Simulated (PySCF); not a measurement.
A calculated (UHF, PySCF 2.14, aug-cc-pCVTZ-DK, the spin-free X2C one-electron Hamiltonian (Gaussian nucleus)) atom or ion has these occupied shells.

```tsv
shell	electrons	orbital energy (eV)	rms radius, mean of both spins (bohr)
1s α	1	-443.99	0.265
1s β	1	-439.11	0.265
2s α	1	-47.876	1.32
2p α	3	-31.486	1.38
```

(1) Name the element and its charge.

## Answers

(1) N⁺ (nitrogen, charge +1), in [He] 2s1 2p3, high-spin 5S determinant (an excited configuration).
